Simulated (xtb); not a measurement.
xtb input (GFN2-xTB):

```bash
xtb mol.xyz --gfn 2 --sp --chrg 0 --uhf 0
```
mol.xyz:
```
4

Lu    -0.00000000    -0.00000000     0.00000000
F     -1.67716607    -1.03098850     0.09597601
F     -0.00031508     1.81255454    -0.77439050
F      1.67748115    -0.78156604     0.67841450
```

End of the output:

```
         :::::::::::::::::::::::::::::::::::::::::::::::::::::
         ::                     SUMMARY                     ::
         :::::::::::::::::::::::::::::::::::::::::::::::::::::
         :: total energy             -15.405506777209 Eh    ::
         :: gradient norm              0.025921217712 Eh/a0 ::
         :: HOMO-LUMO gap              4.019893579481 eV    ::
         ::.................................................::
         :: SCC energy               -15.415140713116 Eh    ::
         :: -> isotropic ES            0.102280141907 Eh    ::
         :: -> anisotropic ES          0.007039895987 Eh    ::
         :: -> anisotropic XC         -0.008384000052 Eh    ::
         :: -> dispersion             -0.001199074636 Eh    ::
         :: repulsion energy           0.009633935907 Eh    ::
         :: add. restraining           0.000000000000 Eh    ::
         :: total charge              -0.000000000000 e     ::
         :::::::::::::::::::::::::::::::::::::::::::::::::::::

           -------------------------------------------------
          |                Property Printout                |
           -------------------------------------------------

    * Orbital Energies and Occupations

         #    Occupation            Energy/Eh            Energy/eV
      -------------------------------------------------------------
Note: The following floating-point exceptions are signalling: IEEE_UNDERFLOW_FLAG IEEE_DENORMAL
normal termination of xtb
         1        2.0000           -0.8862510             -24.1161
         2        2.0000           -0.8862510             -24.1161
         3        2.0000           -0.8577849             -23.3415
         4        2.0000           -0.5531332             -15.0515
         5        2.0000           -0.5446448             -14.8205
         6        2.0000           -0.5288107             -14.3897
         7        2.0000           -0.5288107             -14.3897
         8        2.0000           -0.5239396             -14.2571
         9        2.0000           -0.5239396             -14.2571
        10        2.0000           -0.5222516             -14.2112
        11        2.0000           -0.5222516             -14.2112
        12        2.0000           -0.5213819             -14.1875 (HOMO)
        13                         -0.3736535             -10.1676 (LUMO)
        14                         -0.3510218              -9.5518
        15                         -0.3510218              -9.5518
        16                         -0.3342058              -9.0942
        17                         -0.3342058              -9.0942
        18                         -0.2122919              -5.7768
        19                         -0.2059364              -5.6038
        20                          0.2180078               5.9323
        21                          0.2180078               5.9323
      -------------------------------------------------------------
                  HL-Gap            0.1477284 Eh            4.0199 eV
             Fermi-level           -0.4475177 Eh          -12.1776 eV

     #   Z          covCN         q      C6AA      α(0)
     1  71 Lu       1.902     0.989   230.620    32.329
     2   9 F        0.634    -0.330    12.697     4.205
     3   9 F        0.634    -0.330    12.697     4.205
     4   9 F        0.634    -0.330    12.697     4.205

 Mol. C6AA /au·bohr⁶  :        629.702465
 Mol. C8AA /au·bohr⁸  :      60418.059106
 Mol. α(0) /au        :         44.943597

Wiberg/Mayer (AO) data.
largest (>0.10) Wiberg bond orders for each atom

 ---------------------------------------------------------------------------
     #   Z sym  total        # sym  WBO       # sym  WBO       # sym  WBO
 ---------------------------------------------------------------------------
     1  71 Lu   3.097 --     2 F    1.032     3 F    1.032     4 F    1.032
     2   9 F    1.128 --     1 Lu   1.032
     3   9 F    1.128 --     1 Lu   1.032
     4   9 F    1.128 --     1 Lu   1.032
 ---------------------------------------------------------------------------

Topologies differ in total number of bonds
Writing topology from bond orders to xtbtopo.mol

molecular dipole:
                 x           y           z       tot (Debye)
 q only:       -0.000      -0.000      -0.000
   full:       -0.000       0.000      -0.000       0.000
molecular quadrupole (traceless):
                xx          xy          yy          xz          yz          zz
 q only:       -3.076      -0.737      -1.897      -1.726       3.590       4.973
  q+dip:       -3.399      -0.815      -2.096      -1.907       3.966       5.494
   full:       -5.600      -1.342      -3.453      -3.142       6.535       9.053

           -------------------------------------------------
          | TOTAL ENERGY              -15.405506777209 Eh   |
          | GRADIENT NORM               0.025921217712 Eh/α |
          | HOMO-LUMO GAP               4.019893579481 eV   |
           -------------------------------------------------

------------------------------------------------------------------------
------------------------------------------------------------------------
 total:
 SCF:
```
